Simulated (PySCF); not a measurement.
Bonding in `C=C[Si@@H](CCl)C(=C)O[SiH3]`

Species: C₅H₁₁ClOSi₂.
Atom-mapped SMILES: `[CH2:1]=[CH:2][Si@@H:3]([CH2:4][Cl:5])[C:6](=[CH2:7])[O:8][SiH3:9]` (hydrogens: H10, H11 on C1; H12 on C2; H13 on Si3; H14, H15 on C4; H16, H17 on C7; H18, H19, H20 on Si9)

Structure used (GFN2-xTB), in Å, numbered top down from 1:
```xyz
20
C5H11ClOSi2 angstrom
C     -1.6881   -0.7597    1.9292
C     -1.9956    0.2623    1.1435
Si    -1.1995    0.6015   -0.5309
C     -0.4575    2.3683   -0.4873
Cl    -1.7631    3.5590   -0.2465
C      0.2633   -0.5764   -0.7966
C      0.2710   -1.6509   -1.5721
O      1.3250   -0.1896   -0.0418
Si     2.8104   -0.8023    0.2084
H     -2.1545   -0.9141    2.8905
H     -0.9480   -1.4895    1.6419
H     -2.7459    0.9669    1.4826
H     -2.1649    0.5081   -1.6325
H      0.0416    2.6408   -1.4145
H      0.2426    2.5036    0.3341
H      1.1347   -2.2906   -1.6588
H     -0.6003   -1.9133   -2.1417
H      3.5808   -0.8401   -1.0363
H      3.3037    0.1817    1.1598
H      2.7390   -2.1548    0.7661
```

Bond orders from the PBE0/pcSseg-1 density (PySCF). The structure is a single GFN2-xTB conformer in the gas phase; no vibrational or solvent corrections.

Question: Where do the orders between heavy atoms depart from those drawn in the SMILES?

Answer: The largest departure is 0.185, at Si3–C6 (drawn single, 0.815). Drawn single, order below 0.88: Si3–C4 (0.847) and Si3–C6 (0.815).

Question: Give the Mayer order of every bond, beside its length.

Answer: 
```json
{"bond": "C1–C2", "drawn as": "double", "length (Å)": "1.325", "Mayer order": "2.000"}
{"bond": "C2–Si3", "drawn as": "single", "length (Å)": "1.885", "Mayer order": "0.897"}
{"bond": "Si3–C4", "drawn as": "single", "length (Å)": "1.917", "Mayer order": "0.847"}
{"bond": "C4–Cl5", "drawn as": "single", "length (Å)": "1.783", "Mayer order": "0.952"}
{"bond": "Si3–C6", "drawn as": "single", "length (Å)": "1.897", "Mayer order": "0.815"}
{"bond": "C6–C7", "drawn as": "double", "length (Å)": "1.325", "Mayer order": "1.897"}
{"bond": "C6–O8", "drawn as": "single", "length (Å)": "1.359", "Mayer order": "0.897"}
{"bond": "O8–Si9", "drawn as": "single", "length (Å)": "1.626", "Mayer order": "0.906"}
{"bond": "C1–H10", "drawn as": "single", "length (Å)": "1.080", "Mayer order": "0.953"}
{"bond": "C1–H11", "drawn as": "single", "length (Å)": "1.078", "Mayer order": "0.951"}
{"bond": "C2–H12", "drawn as": "single", "length (Å)": "1.084", "Mayer order": "0.936"}
{"bond": "Si3–H13", "drawn as": "single", "length (Å)": "1.468", "Mayer order": "0.949"}
{"bond": "C4–H14", "drawn as": "single", "length (Å)": "1.088", "Mayer order": "0.940"}
{"bond": "C4–H15", "drawn as": "single", "length (Å)": "1.088", "Mayer order": "0.930"}
{"bond": "C7–H16", "drawn as": "single", "length (Å)": "1.078", "Mayer order": "0.935"}
{"bond": "C7–H17", "drawn as": "single", "length (Å)": "1.074", "Mayer order": "0.944"}
{"bond": "Si9–H18", "drawn as": "single", "length (Å)": "1.464", "Mayer order": "0.920"}
{"bond": "Si9–H19", "drawn as": "single", "length (Å)": "1.455", "Mayer order": "0.948"}
{"bond": "Si9–H20", "drawn as": "single", "length (Å)": "1.465", "Mayer order": "0.922"}
```

Bonds between the same two heavy elements. C–C: lowest C6–C7 (1.897, 1.325 Å), highest C1–C2 (2.000, 1.325 Å). C–Si: lowest Si3–C6 (0.815, 1.897 Å), highest C2–Si3 (0.897, 1.885 Å); in 1 of the 3 pairs the longer bond (by over 0.003 Å) has the higher order (by 0.02 or more).

Question: Sum the orders of all bonds at each heavy atom with more than one neighbour and set the sums beside the valence in the SMILES.

Answer: C1 3.904 (drawn 4), C2 3.833 (drawn 4), Si3 3.508 (drawn 4), C4 3.669 (drawn 4), C6 3.609 (drawn 4), C7 3.776 (drawn 4), O8 1.803 (drawn 2), Si9 3.696 (drawn 4). Orders between atoms that aren't bonded are not in these sums.

For a closed shell the Mayer order of atoms A and B is Σ (PS)μν (PS)νμ over the basis functions μ on A and ν on B, with P the density and S the overlap matrix.
